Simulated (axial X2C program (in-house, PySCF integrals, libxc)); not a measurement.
## Working with the constants of NiB⁻

A bond curve at the PBE0 level, with spin–orbit coupling, was computed with an in-house relativistic program for diatomic molecules (basis Ni dyall-acv3z [10s10p7d4f2g], B dyall-av3z [8s7p3d2f] (cores contracted in-house)) for the state Ω = 0 (closed shell). Its fit gives Re = 1.6789 Å, ωe = 800.6 cm⁻¹, ωexe = 4.31 cm⁻¹ and αe = 5.096e-03 cm⁻¹; the masses are 57.9353 and 11.0093 u. Two-component means X2C with spin–orbit coupling and atomic mean-field Coulomb and Gaunt terms.

Find the reduced mass, Be and the force constant.

From the PBE0 values: μ = 9.2513 u. Be = 16.8576/(μ Re²) = 0.6465 cm⁻¹. k = 5.8918×10⁻⁷ μ ωe² = 3.49 mdyn/Å.

A Morse curve ties αe to the other constants (Pekeris). How well does that hold?

αe(Morse) = 6Be²/ωe × (√(ωexe/Be) − 1) = 4.955e-03 cm⁻¹; the PBE0 curve gives 5.096e-03 cm⁻¹, a ratio of 0.97.

Estimate the centrifugal constant by the Kratzer relation.

D = 4Be³/ωe² = 1.69e-06 cm⁻¹.

Give B0, the J = 1←0 line in GHz and the most populated J at 300 K (kT = 208.5 cm⁻¹).

B0 = Be − αe/2 = 0.6439 cm⁻¹; 2B0 = 38.61 GHz; J(max) ≈ √(kT/2B0) − 1/2 = 12.2, so J = 12.

Where do the fundamental and the first overtone lie?

ν(1←0) = ωe − 2ωexe = 792.0 cm⁻¹; ν(2←0) = 2ωe − 6ωexe = 1575.3 cm⁻¹.

The state is a single determinant with fixed occupations, the lowest that a limited PBE0 search found. The highest occupied level of some functionals is positive through self-interaction error; at Hartree–Fock it is bound.
